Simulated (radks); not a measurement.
Task: All-electron atom: Pm57+ in [He] 2s2. Calculated with a radial shooting solver on a logarithmic mesh with Libxc functionals: Dirac Kohn-Sham, PBE, spin-unpolarised, spherical densities, point nucleus. Some entries of the table are withheld. Estimate them.

| orbital | occ. | eigenvalue (hartree) | <r> (bohr) |
|---|---|---|---|
| 1s1/2 | 2 | -1880.016 | 0.02308 |
| 2s1/2 | 2 | -457.8012 | (1) |
| 2p1/2 | 0 | -451.8742 | (2) |
| 2p3/2 | 0 | -428.1666 | (3) |
| 3s1/2 | 0 | (4) | 0.2167 |
| 3d3/2 | 0 | (5) | 0.1764 |
| 3d5/2 | 0 | (6) | 0.1793 |

Result: 
(1) 2s1/2 <r> (bohr): 0.09346
(2) 2p1/2 <r> (bohr): 0.07741
(3) 2p3/2 <r> (bohr): 0.08324
(4) 3s1/2 eigenvalue (hartree): -197.0413
(5) 3d3/2 eigenvalue (hartree): -186.8164
(6) 3d5/2 eigenvalue (hartree): -184.8542
